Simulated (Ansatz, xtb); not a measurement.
**C6H3ClN2: which of two isomers lies lower**

We compare X, `C#Cc1cncc(Cl)n1`, a singlet, with Y, `C#Cc1nccnc1Cl`, a singlet. Both are isolated molecules in the gas phase, relaxed with B3LYP-D3(BJ)/def2-SVP.

Estimate E(Y) − E(X) at the level CCSD(T)/def2-SVP + ΔMP2/def2-TZVPP.

CCSD(T)/def2-SVP + ΔMP2/def2-TZVPP gives E(Y) − E(X) = +0.74 kcal/mol, slightly favouring structure X, which is too small a margin to settle the true order.

How the difference moves with the method:

```csv
level,geometry,E(Y) − E(X) (kcal/mol),departure from the last row (kcal/mol),"job, with rough time for the two"
GFN2-xTB,GFN2-xTB,+0.14,−0.61,"optimisation, 0.94 s"
HF/STO-3G,GFN2-xTB,+0.78,+0.04,"single point, 2.8 s"
r2SCAN-D4/def2-SVP,GFN2-xTB,+0.35,−0.39,"single point, 18 s"
B3LYP-D3(BJ)/def2-SVP,B3LYP-D3(BJ)/def2-SVP,+0.45,−0.29,"optimisation, 3.8 min"
HF/def2-SVP,B3LYP-D3(BJ)/def2-SVP,+1.68,+0.94,part of the CCSD(T) run
MP2/def2-SVP,B3LYP-D3(BJ)/def2-SVP,+0.45,−0.29,part of the CCSD(T) run
CCSD(T)/def2-SVP,B3LYP-D3(BJ)/def2-SVP,+0.75,+0.01,single point
CCSD(T)/def2-SVP + ΔMP2/def2-TZVPP,B3LYP-D3(BJ)/def2-SVP,+0.74,,"single point, 7.7 min"
```

As drawn, both hold the same kinds of bond in the same numbers.

The largest departure from CCSD(T)/def2-SVP + ΔMP2/def2-TZVPP is that of HF/def2-SVP, 0.94 kcal/mol. The last row adds to CCSD(T) the change of the MP2 difference between the two basis sets, here −0.01 kcal/mol.

With thermal terms from frequencies at re-optimised GFN2-xTB minima (ideal gas, soft modes damped towards free rotors, one conformer each, 298.15 K, 1 atm): the zero-point term adds +0.02 kcal/mol; ΔH is +0.76 and ΔG +0.81 kcal/mol.

The correlated steps freeze 13 core orbitals. Codes used: Ansatz 0.2.0, xtb 6.7.1; the last row on 2 threads of AMD EPYC (Zen 3) on a shared host.
